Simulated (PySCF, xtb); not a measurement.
C3H7BFN, SMILES C=CB(F)NC. The values are those of a single conformer.

Harmonic wavenumbers (cm⁻¹) from xtb with GFN2-xTB at its own minimum, in rising order: 70, 148, 152, 173, 237, 379, 395, 529, 616, 652, 742, 928, 1007, 1041, 1060, 1082, 1111, 1208, 1281, 1317, 1411, 1415, 1465, 1476, 1502, 1662, 2948, 2968, 3023, 3050, 3078, 3111, 3463.

Q: What does PBE-D3(BJ)/def2-SVP run with PySCF give at its own minimum? (Estimate from the structure and the level; the computed values follow.)

A: 83, 147, 158, 183, 244, 401, 433, 547, 596, 696, 745, 949, 980, 1011, 1048, 1074, 1102, 1198, 1270, 1337, 1381, 1405, 1420, 1420, 1519, 1640, 2942, 3003, 3049, 3061, 3085, 3150, 3536. Paired by order, the mean absolute difference is 21 cm⁻¹ and the zero-point energies are 63.9 and 64.1 kcal/mol.
